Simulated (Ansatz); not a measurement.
Reaction (SMILES): C[SiH](C)O[SiH3] + H+ -> C[SiH](C)[OH+][SiH3]
Each molecule is optimised on its own at B3LYP-D3(BJ)/def2-TZVP (Ansatz, a quantum-chemistry and plane-wave program), one conformer each, not searched for the lowest.

Property: proton affinity (electronic energy difference), positive where the reaction releases energy, in kJ/mol. Correlated levels leave the core frozen unless marked. Spin-orbit coupling is left out. No relativistic terms. Basis-set limits of correlation are two-point, X^-3; Hartree-Fock from the larger set.

| level | program | proton affinity (kJ/mol) | minus last row |
|---|---|---|---|
| HF/STO-3G | Ansatz | 1220.4 | 402.6 |
| HF/6-31G* | Ansatz | 827.8 | 10.0 |
| revPBE-D4/def2-TZVPD | Ansatz + dftd4 | 826.8 | 9.0 |
| B97M-V/def2-TZVPD | Ansatz | 812.7 | -5.1 |
| B3LYP-D3(BJ)/def2-TZVPD | Ansatz + dftd3 | 826.0 | 8.2 |
| LC-wPBE-D4/def2-TZVPD | Ansatz + dftd4 | 823.3 | 5.5 |
| LC-wPBE/def2-TZVPD | Ansatz | 825.7 | 7.9 |
| B2PLYP-D4/def2-TZVPD | Ansatz + dftd4 | 814.1 | -3.7 |
| MP2/STO-3G | Ansatz | 1240.3 | 422.5 |
| CCSD/STO-3G | Ansatz | 1251.9 | 434.1 |
| CCSD/cc-pVTZ | Ansatz | 833.8 | 16.0 |
| CCSD(T)/6-31G* | Ansatz | 835.5 | 17.7 |
| CCSD(T)/cc-pVTZ | Ansatz | 831.6 | 13.8 |
| CCSD(T)/cc-pwCVTZ | Ansatz | 821.7 | 3.9 |
| CCSD(T)/CBS(cc-pV(T+d)Z,cc-pV(Q+d)Z) | Ansatz | 817.8 | 0.0 |
